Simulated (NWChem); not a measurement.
## GeS

```xyz
2

Ge     0.0000     0.0000     0.6727
S      0.0000     0.0000    -1.3454
```
Charge 0, spin multiplicity 1.

The numbers come from NWChem runs, not from measurements. The geometry was optimised at PBE0/def2-SVP, a minimum by its harmonic frequencies.

Static limit.

The Hamiltonian is non-relativistic. The structure started from a generated list of species.

Give the polarisability tensor in bohr³ at PBE0/def2-SVPD, in the frame of the coordinates, and its isotropic mean.


```
42.03   0.00   0.00
 0.00  42.03   0.00
 0.00   0.00  71.03
```
Mean (one third of the trace): 51.70 bohr³.
